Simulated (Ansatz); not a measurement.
Basis sets compared for the cluster WO₄H₂ (the lowest singlet isomer of a short search). Total charge 0; singlet. Geometry PBE-D4/def2-SVP. Ansatz on 4 threads of Arm Neoverse V2 on a shared host; times are rough, and most runs start from earlier orbitals.

Cartesian coordinates in Å:
```
W -0.2274 0.0701 0.0078
O -0.2147 1.3288 1.5057
O -1.7334 -0.5615 -0.5085
O -0.3497 1.9713 0.2067
O 1.2689 -0.5790 -0.9428
H -0.0818 -0.9583 1.3563
H 1.3381 -1.2713 -1.6253
```

In the def2 sets W takes a core potential; there is no spin–orbit coupling. The structure holds one bond between oxygen atoms, so isomers without such links may lie far lower. The structure comes from a short search, and lower isomers may exist.

```
                          level  functions  energy (Eh)  HOMO (eV)  LUMO (eV)  wall time
                PBE-D4/def2-SVP         98    -368.7711      -6.33      -3.38      0.8 s
               PBE-D4/def2-TZVP        176    -369.1595      -6.41      -3.45      1.2 s
            r2SCAN-D4/def2-TZVP        176    -369.2998      -6.73      -3.42      2.8 s
               PBE0-D4/def2-SVP         98    -368.6641      -8.01      -2.75     0.95 s
PBE0-D4/def2-TZVP (with forces)        176    -369.0575      -8.01      -2.74      2.4 s
```

(1) Estimate the rows for PBE-D4/def2-TZVPD, r2SCAN-D4/def2-TZVPD, PBE0-D4/def2-TZVPD.

Results:

(1) 
```
               level  functions  energy (Eh)  HOMO (eV)  LUMO (eV)  wall time
   PBE-D4/def2-TZVPD        221    -369.1629      -6.46      -3.50      2.2 s
r2SCAN-D4/def2-TZVPD        221    -369.3030      -6.75      -3.44        4 s
  PBE0-D4/def2-TZVPD        221    -369.0608      -8.04      -2.77      2.8 s
```
